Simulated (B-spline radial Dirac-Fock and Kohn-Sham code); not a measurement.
## Dipole and non-dipole photoemission parameters of Cs 3s

System: the free cesium atom, [Xe] 6s1; threshold 1211.0 eV (tabulated edge). The computed values come from an atomic code on a B-spline grid: Dirac-Hartree-Slater photoionisation with a Latter tail; cross sections with all multipoles, angular parameters from the dipole term and its interference with E2.

For linearly polarised light dσ/dΩ = σ/(4π) [1 + β P₂(cos θ) + (δ + γ cos²θ) sin θ cos φ], with θ from the polarisation vector and φ the angle between the beam and the projection of the electron momentum on the plane normal to the polarisation.

```
hν (eV)  σ (kb)      β       γ
   1240    66.2  1.974   0.985
 1486.9    52.1  1.978   0.697
   1880    37.1  1.981   0.415
   2530    23.2  1.984   0.148
   4000    10.4  1.987  -0.091
   5280    6.24  1.988  -0.117
   5480    5.81  1.988  -0.113
   7670    2.99  1.988   0.018
 8047.8       ?      ?       ?
  10900    1.45  1.988   0.316
  12000    1.19  1.988   0.430
  13000   0.999  1.988   0.535
```

Q: Give the values at Cu Kα (8047.8 eV).

A: σ = 2.71 kb, β = 1.988, γ = 0.049. For an s subshell δ is negligible.
